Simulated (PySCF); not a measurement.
# Radial density of Bi⁺ (bismuth, charge +1)

MN15, [Xe] 4f14 5d10 6s2 6p2, high-spin 3P determinant. Computed with PySCF 2.14 in aug-cc-pwCVDZ-PP with ECP60MDF (6s5p4d1f, 48 functions), with a scalar-relativistic core potential. This is the valence pseudo-density: the core potential removes the inner electrons and smooths the orbitals near the nucleus.

```csv
r (bohr),4πr²ρ (e/bohr),4πr²(ρα − ρβ)
0.0185,2.285e-05,0.0000
0.0311,5.456e-05,0.0000
0.0523,0.0001077,0.0000
0.0880,0.0002718,0.0000
0.148,0.002193,0.0000
0.249,0.03902,0.0005
0.419,1.423,0.0169
0.705,16.78,0.1466
1.19,15.66,-0.0332
1.99,4.159,0.8682
3.35,0.8018,0.5401
5.64,0.04121,0.0392
9.49,1.284e-05,0.0000
```

Energies and moments cover only the electrons outside the core potential. Spin-orbit coupling is strong in this species (close to jj coupling), so the high-spin LS determinant is a model state, not a physical level.

(1) Where is the radial spin density 4πr²(ρα − ρβ) most negative, and why is it negative at all?

Results:

(1) Around r = 1.19 bohr, down to -0.0332 e/bohr: exchange with the open shell polarises the paired shells in an unrestricted calculation.
